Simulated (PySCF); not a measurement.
CaBe⁺ at BP86

Level: BP86. Ca def2-SVPD, Be def2-SVPD; no relativity (PySCF 2.14).

```
state                                                                                                              : ²Σ⁺ (doublet), unpaired electrons σ ↑
bond length                                                                                                        : 2.999 Å
harmonic wavenumber                                                                                                : 276 cm⁻¹
force constant                                                                                                     : 0.331 mdyn/Å
rotational constant Be                                                                                             : 0.2549 cm⁻¹
anharmonicity ωexe                                                                                                 : 2.78 cm⁻¹
vibration–rotation constant αe                                                                                     : 0.00308 cm⁻¹
well depth De to Ca⁺ + Be                                                                                          : 19.5 kcal/mol
dissociation energy D0                                                                                             : 19.1 kcal/mol
bond order (Mayer)                                                                                                 : 0.90
dipole moment (positive dipole points towards Be; it is taken about the centre of mass and depends on that origin) : -0.19 D
```

For an ion De counts to the pair picked by the measured ionisation energies or electron affinities, which need not be the lowest pair at this level. The state was picked by a PBE0 search and need not be the measured ground state.
